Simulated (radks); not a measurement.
Results of a calculation; reference values are marked as such.
The lithium ion Li2+ inside a hard spherical wall (all orbitals vanish at R), configuration held at 1s1 and not refilled when levels cross. Code: a radial shooting solver on a logarithmic mesh with Libxc functionals. Model: non-relativistic Kohn-Sham, PBEsol, spin-unpolarised, spherical densities, point nucleus; without spin polarisation the odd electron is poorly described. Eigenvalues in eV, with the zero of energy where the potential of the charges vanishes at infinity; a dash marks a level that is unbound or too diffuse for the functional's potential to be trusted. A positive occupied level is held by the wall or, in an anion where self-interaction has pushed it up, behind a barrier. The pressure on the wall is -dE/dV.

R (bohr)  E (hartree)  kinetic (hartree)    e(1s)  e(2s, empty)  e(2p, empty)  pressure (GPa)
free         -4.30936              4.289  -98.075             -             -               0
12           -4.30936              4.289  -98.075             -             -        < 0.0001
10           -4.30936              4.289  -98.075             -             -        < 0.0001
6            -4.30936              4.289  -98.075             -             -        < 0.0001
5            -4.30936              4.289  -98.075       -18.149       -16.827        < 0.0001
4            -4.30936              4.289  -98.075       -16.839       -15.991        0.000470
3.5          -4.30935              4.290  -98.075       -14.962       -14.843         0.00720
2            -4.29983              4.366  -97.573        20.834         4.744            25.2
